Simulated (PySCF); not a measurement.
Excitation energy of Si by level of theory

Si [Ne] 3s2 3p2 (3P) → Si [Ne] 3s2 3p1 3d1 (high-spin determinant), as a difference of total energies. Calculation: PySCF 2.14, in aug-cc-pCVTZ-DK with one added diffuse shell each of s, p, d, f type (9s8p6d4f, 91 functions); scalar relativity by spin-free X2C-1e. Correlated levels: valence and next inner shell: 1s2 frozen. The calculations carry no spin-orbit coupling.

| method | excitation energy (eV) |
| --- | --- |
| UHF | 6.014 |
| MP2 (valence and next inner shell) | 6.267 |
| SCS-MP2 (valence and next inner shell) | 6.212 |
| CCSD (valence and next inner shell) | 6.082 |
| CCSD(T) (valence and next inner shell) | 5.885 |

**Question.** How much does correlation contribute at CCSD(T) (valence and next inner shell)?

**Answer.** 5.885 − (6.014) = -0.129 eV, measured against UHF.

The promoted electron is Rydberg-like, and one or two diffuse shells describe it only roughly, which tends to raise the upper state.

The coupled-cluster amplitudes are large for the upper state (T1 above 0.03 or a double amplitude above 0.15), so a single reference is strained.

The determinant of the upper state mixes LS terms, which raises its energy above the lowest term, most at the Hartree-Fock and MP2 levels.
